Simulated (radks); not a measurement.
Results of a calculation; reference values are marked as such.
Spherical quantum dot in the effective-mass picture: electrons in a hard-walled sphere of radius 1.36, all in effective atomic units (hartree* = m*/eps^2 hartree, bohr* = eps/m* bohr), one dielectric constant everywhere. Level of theory: non-relativistic Kohn-Sham, r2SCAN, spin-polarised, spherical densities, generalised Kohn-Sham scheme (a radial shooting solver with Libxc functionals). Levels are named by radial order and angular momentum (1s, 1p, 1d, 2s, ...), and open shells are averaged over m. Each electron was tried in the lowest free levels, single moves between levels near the top were tried too, and the lowest total energy was kept; such a search can miss a lower state. At N = 1 the Hartree and exchange-correlation terms need not cancel, so that row can carry a self-interaction error.

N,open shells,2S,E (hartree*),mu = E(N) - E(N-1) (hartree*),addition energy mu(N+1) - mu(N) (hartree*),rms radius (bohr*)
1,"1s(up 1, down 0)",1,2.66260,2.6626,1.254,0.7243
2,none,0,6.57943,3.9168,3.602,0.7376
3,"1p(up 1, down 0)",1,14.0980,7.5186,0.8966,0.7809
4,"1p(up 2, down 0)",2,22.5132,8.4152,0.9508,0.8034
5,"1p(up 3, down 0)",3,31.8793,9.3660,1.383,0.8181
6,"1p(up 3, down 1)",2,42.6286,10.749,0.8802,0.8295
7,"1p(up 3, down 2)",1,54.2582,11.630,0.9287,0.8385
8,none,0,66.8164,12.558,4.217,0.8459
9,"1d(up 1, down 0)",1,83.5919,16.776,0.8917,0.8582
10,"1d(up 2, down 0)",2,101.259,17.667,0.9052,0.8683
11,"1d(up 3, down 0)",3,119.832,18.572,0.9142,0.8767
12,"1d(up 4, down 0)",4,139.318,19.487,0.9199,0.8839
13,"1d(up 5, down 0)",5,159.725,20.407,1.314,0.8902
14,"1d(up 5, down 1)",4,181.445,21.720,0.8782,0.8960
15,"1d(up 5, down 2)",3,204.043,22.598,0.8920,0.9011
16,"1d(up 5, down 3)",2,227.534,23.490,0.9019,0.9058
17,"1d(up 5, down 4)",1,251.926,24.392,0.9084,0.9100
18,none,0,277.227,25.301,4.135,0.9139
19,"2s(up 1, down 0)",1,306.663,29.436,1.439,0.9094
20,none,0,337.538,30.876,1.155,0.9050
21,"1f(up 1, down 0)",1,369.569,32.030,0.8641,0.9104
22,"2s(up 1, down 0) 1f(up 3, down 0)",4,402.463,32.894,0.8076,0.9241
23,"2s(up 1, down 0) 1f(up 4, down 0)",5,436.165,33.702,0.8892,0.9282
24,"2s(up 1, down 0) 1f(up 5, down 0)",6,470.756,34.591,0.8912,0.9321
25,"2s(up 1, down 0) 1f(up 6, down 0)",7,506.239,35.482,0.8926,0.9357
26,"2s(up 1, down 0) 1f(up 7, down 0)",8,542.614,36.375,1.275,0.9391
27,"2s(up 1, down 0) 1f(up 7, down 1)",7,580.265,37.651,0.8666,0.9424
28,"2s(up 1, down 0) 1f(up 7, down 2)",6,618.782,38.517,0.8716,0.9454
29,"2s(up 1, down 0) 1f(up 7, down 3)",5,658.171,39.389,0.8762,0.9483
30,"2s(up 1, down 0) 1f(up 7, down 4)",4,698.436,40.265,0.8797,0.9511
31,"2s(up 1, down 0) 1f(up 7, down 5)",3,739.580,41.145,0.8823,0.9536
32,"2s(up 1, down 0) 1f(up 7, down 6)",2,781.607,42.027,0.8843,0.9561
33,"2s(up 1, down 0)",1,824.518,42.911,1.422,0.9585
34,none,0,868.851,44.333,4.871,0.9549
35,"1g(up 1, down 0)",1,918.055,49.204,0.8634,0.9579
36,"1g(up 2, down 0)",2,968.123,50.068,0.8665,0.9607
37,"1g(up 3, down 0)",3,1019.06,50.934,0.8683,0.9634
38,"1g(up 4, down 0)",4,1070.86,51.802,-,0.9659

All shells are closed at N = 2, 8, 18, 20, 34 (there: 1s2 1p6 1d10 2s2 1f14); the second difference of the energy has clear peaks (12 % above both neighbours; the first and last values, which can be the largest, are not judged, and half-filled shells can peak too) at N = 2, 5, 8, 13, 18, 26, 34.
